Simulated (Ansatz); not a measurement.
Saddle point of SiNH6Cl2F, singlet (SiH₂Cl₂ ([Cl][SiH2][Cl]) + NH₃ + HF → SiNH₄Cl ([NH2][SiH2][Cl]) + HCl + HF; bonds formed: Cl2–H8, H6–F9; bonds broken: Si1–Cl2, H6–N7, H8–F9), PBE0-D4/def2-TZVP structure:

```xyz
11
angstrom
Si -0.2300 0.2590 -1.1953
Cl -0.1507 -2.3858 0.2838
H 1.0626 -0.3547 -1.5135
H -1.4630 -0.4407 -1.5751
Cl -0.2597 2.0857 -2.1643
H 0.5947 0.1322 1.1780
N -0.2792 0.7404 0.5455
H 0.7319 -1.6103 1.1096
F 1.3275 -0.6311 1.6955
H -0.1797 1.7453 0.6551
H -1.1542 0.4600 0.9806
```

Energies are electronic, without zero-point energy. Barriers and step energies count from the start structure reached by relaxing down the imaginary mode; all methods use the PBE0-D4 structures, on which another method's saddle can fall below an end. Computed with Ansatz 0.2.0 (basis: def2-TZVPP, with def2-QZVPP for the basis limit); correlated methods freeze the cores. B3LYP uses VWN-RPA correlation. Extrapolation: Hartree–Fock as exp(−7.88 √X), correlation as X^−2.97.

```csv
method,barrier (kcal/mol),step energy (kcal/mol)
SPW92,5.20,10.36
PBE-D4,7.99,6.32
BLYP-D4,7.40,3.31
r2SCAN-D4,8.70,6.19
B97M-V,12.36,5.23
PBE0-D4,10.81,6.68
B3LYP-D4,?,3.69
r2SCAN0-D4,11.09,6.56
BHLYP-D4,?,4.08
CAM-B3LYP-D4,9.41,3.42
wB97X-V,11.27,5.02
wB97M-V,12.21,6.19
B2PLYP,10.31,2.98
PBE-QIDH,12.30,6.21
RPA on PBE,?,1.96
HF,17.47,-0.46
MP2,11.20,4.58
CCSD,12.87,2.68
CCSD(T),11.82,3.42
```

(1) Fill in the withheld barriers. (To be estimated.)

T1 diagnostic: at most 0.010.

## Answers

(1) Computed: BHLYP-D4 12.72; B3LYP-D4 9.54; RPA on PBE 10.58 kcal/mol. Each is the energy of the saddle less that of the start structure, by the same method.

For comparison, the barrier by CCSD(T) at an estimated basis limit (MP2 extrapolated from triple and quadruple zeta, plus CCSD(T) − MP2 in triple zeta) is 12.87 kcal/mol.

Labels in which every atom is bracketed show which atoms are joined, not bond orders.

For scale, one of the runs: CCSD(T)/def2-TZVPP, 272 basis functions, launched by `ansatz run in.yaml --threads 8 --pin off --events-out ev --progress --plain --max-ram 19148MiB`. Hardware: 8 CPU threads of an Arm Neoverse V1, shared host. Wall time 2.2 min; peak host memory 7 GiB.
